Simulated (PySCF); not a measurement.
Compound: C8H5FSe.
SMILES: `Fc1cccc2cc[se]c12`

Level: wB97X-D/def2-SVPD in PySCF, non-relativistic, on one gas-phase PBE0-D3(BJ)/def2-SVP geometry that isn't relaxed in the solvent. The solvent is an IEF-PCM continuum (cavity from Bondi-type radii × 1.2), and excitations are vertical TDDFT with non-equilibrium linear response and a frozen core. The model holds no explicit solvent molecules, cavitation or dispersion. Spin–orbit coupling is left out although an atom past zinc is present.

Gas-phase singlets (H = HOMO, L = LUMO):

```csv
state,E (eV),λ (nm),f,leading configuration
S1,4.619,268,0.117,H→L 81%
S2,5.012,247,0.000,H→L+2 75%
S3,5.147,241,0.032,H-1→L 44%
S4,5.774,215,0.250,H-1→L 46%
S5,5.980,207,0.209,H-1→L+1 40%
```

Q: How does the list change in benzene (ε = 2.271)?

A: 
```
state  E (eV)  λ (nm)      f  leading configuration  change by rank (eV)
   S1   4.573     271  0.200                H→L 85%               -0.046
   S2   5.031     246  0.000              H→L+2 75%               +0.019
   S3   5.122     242  0.055              H-1→L 48%               -0.025
   S4   5.678     218  0.418              H→L+1 51%               -0.096
   S5   5.902     210  0.301            H-1→L+1 53%               -0.078
```

Q: What are the lowest 5 singlets in dichloromethane (ε = 8.93)?

A: 
```json
{"state": "S1", "E (eV)": "4.593", "λ (nm)": "270", "f": "0.189", "leading configuration": "H→L 84%", "change by rank (eV)": "-0.026"}
{"state": "S2", "E (eV)": "5.075", "λ (nm)": "244", "f": "0.000", "leading configuration": "H→L+2 76%", "change by rank (eV)": "+0.063"}
{"state": "S3", "E (eV)": "5.136", "λ (nm)": "241", "f": "0.053", "leading configuration": "H-1→L 47%", "change by rank (eV)": "-0.011"}
{"state": "S4", "E (eV)": "5.697", "λ (nm)": "218", "f": "0.381", "leading configuration": "H→L+1 50%", "change by rank (eV)": "-0.077"}
{"state": "S5", "E (eV)": "5.918", "λ (nm)": "209", "f": "0.303", "leading configuration": "H-1→L+1 53%", "change by rank (eV)": "-0.062"}
```

Q: How do the frontier levels move from gas to dichloromethane?

A: 
```json
{"orbital": "LUMO+2", "gas (eV)": "1.44", "solvent (eV)": "1.53", "change (eV)": "+0.09"}
{"orbital": "LUMO+1", "gas (eV)": "1.29", "solvent (eV)": "1.30", "change (eV)": "+0.01"}
{"orbital": "LUMO", "gas (eV)": "0.50", "solvent (eV)": "0.53", "change (eV)": "+0.03"}
{"orbital": "HOMO", "gas (eV)": "-8.05", "solvent (eV)": "-8.06", "change (eV)": "-0.01"}
{"orbital": "HOMO-1", "gas (eV)": "-8.83", "solvent (eV)": "-8.82", "change (eV)": "+0.01"}
{"orbital": "HOMO-2", "gas (eV)": "-9.92", "solvent (eV)": "-9.94", "change (eV)": "-0.02"}
{"orbital": "HOMO-3", "gas (eV)": "-11.45", "solvent (eV)": "-11.40", "change (eV)": "+0.05"}
```

The HOMO–LUMO gap goes from 8.55 to 8.59 eV.

The run took about 2 min of CPU time (one thread, shared machine). This is the whole response run at wB97X-D/def2-SVPD in dichloromethane, SCF included.
